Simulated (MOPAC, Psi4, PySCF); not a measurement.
Approach curve of the dimer CH5N ··· Li+ (SMILES CN and [Li+]) (charge +1). Monomers: optimised at B3LYP-D3(BJ) (def2-TZVP), held rigid. Orientation: lowest of the rigid-body minima from ten starts at GFN2-xTB (searched outside a hard wall at short contacts). R is the distance of the centres of mass, along which the second monomer moves. The shortest distances reach bonding range, where SAPT0 and rigid monomers are unreliable. The table gives interaction energies.

| R / Å | A | B | C |
|---|---|---|---|
| 2.09 | -177.32 | -166.31 | -79.14 |
| 2.27 | -192.47 | -175.00 | -104.18 |
| 2.50 | -187.02 | -166.68 | -107.81 |
| 2.70 | -172.03 | -152.41 | -98.64 |
| 2.93 | -151.02 | -136.21 | -82.48 |
| 3.31 | -117.28 | -107.23 | -55.12 |
| 3.80 | -82.89 | -75.53 | -31.14 |
| 4.46 | -52.08 | -47.33 | -17.35 |
| 5.50 | -28.03 | -24.68 | -11.69 |
| 6.75 | -15.09 | -13.52 | -8.84 |

Energies in kJ/mol.

### Question
Which curve belongs to which method? The methods are Psi4 with PBE-D3(BJ)/def2-TZVP, counterpoise-corrected; PM3, restricted, heats of formation in MOPAC; PySCF with restricted MP2 (frozen core)/6-31G*, spherical d, no counterpoise correction.

### Answer
A is RMP2/6-31G*; B is PBE-D3(BJ)/def2-TZVP; C is PM3.
